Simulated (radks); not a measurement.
The strontium ion Sr2+, 36 electrons, occupied as [Ar] 3d10 4s2 4p5 4d1 (not the ground configuration). Calculated with a radial shooting solver on a logarithmic mesh with Libxc functionals: Dirac Kohn-Sham, LDA (Slater exchange, Perdew-Wang correlation), spin-unpolarised, spherical densities, finite nucleus; open shells fill j = l - 1/2 first; Fermi nuclear charge, rms radius 4.224 fm.

Spin-orbit splittings of the eigenvalues, e(l+1/2) - e(l-1/2), with zeta = 2 splitting/(2l+1) and mean radii in bohr:

| shell | occ. | splitting (eV) | zeta (eV) | <r> j=l-1/2 | <r> j=l+1/2 |
|---|---|---|---|---|---|
| 2p | 6 | 68.29 | 45.53 | 0.1476 | 0.1517 |
| 3p | 6 | 10.50 | 6.999 | 0.4918 | 0.5023 |
| 3d | 10 | 1.835 | 0.7340 | 0.4959 | 0.4996 |
| 4p | 5 | 1.257 | 0.8377 | 1.503 | 1.534 |
| 4d | 1 | 0.09770 | 0.03908 | 2.307 | 2.322 |
